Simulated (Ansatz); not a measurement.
Compare A (`C[SiH2]C(O)F`) with its isomer B (`OCC(F)[SiH3]`).

Isolated molecules relaxed with PBE0-D4/def2-TZVP in Ansatz; ΔE leaves out vibrations. CBS: MP2 limit from def2 TZ/QZ plus the TZ coupled-cluster correction, frozen cores. DFT in def2-TZVPP. B3LYP here is the variant with VWN-RPA as its local correlation; programs differ in this. Each species was taken in one conformer, which may not be the lowest.

A:

Z-matrix (Å, degrees):
```
C
Si 1 1.863
H 1 1.092 2 110.2
H 1 1.092 2 110.2 3 119.5
H 1 1.092 2 111.1 3 -120.2
C 2 1.914 1 109.4 3 -59.9
H 2 1.488 1 112.1 3 -178.9
H 2 1.487 1 112.1 3 58.6
F 6 1.402 2 108.5 1 63.0
O 6 1.379 2 108.9 1 -56.3
H 6 1.099 2 113.2 1 178.9
H 10 0.963 6 109.6 2 -171.6
```

B:

Z-matrix (Å, degrees):
```
C
C 1 1.507
O 1 1.408 2 112.8
H 1 1.099 2 109.1 3 -124.2
H 1 1.093 2 108.9 3 118.3
Si 2 1.908 1 114.1 3 -49.3
F 2 1.406 1 108.3 3 70.7
H 2 1.097 1 109.1 3 -173.4
H 3 0.962 1 107.9 2 -61.2
H 6 1.486 2 108.4 1 -169.1
H 6 1.486 2 108.5 1 -50.6
H 6 1.482 2 110.6 1 71.0
```

Which is lower in electronic energy at CCSD(T)/CBS, and by how much? (Estimate.)

Computed: A, by 61.4 kJ/mol.

Give E(B) − E(A) in kJ/mol with MP2/def2-TZVPP, B2PLYP, HF/def2-TZVPP, B3LYP-D4, CCSD/def2-TZVPP, PBE0-D4, ωB97M-V. (An estimate is asked.)

Computed: MP2/def2-TZVPP 64.0, B2PLYP 63.5, HF/def2-TZVPP 58.1, B3LYP-D4 62.5, CCSD/def2-TZVPP 59.9, PBE0-D4 63.8, ωB97M-V 63.5. None reverses the order clearly.

Largest T1 diagnostic: 0.012.
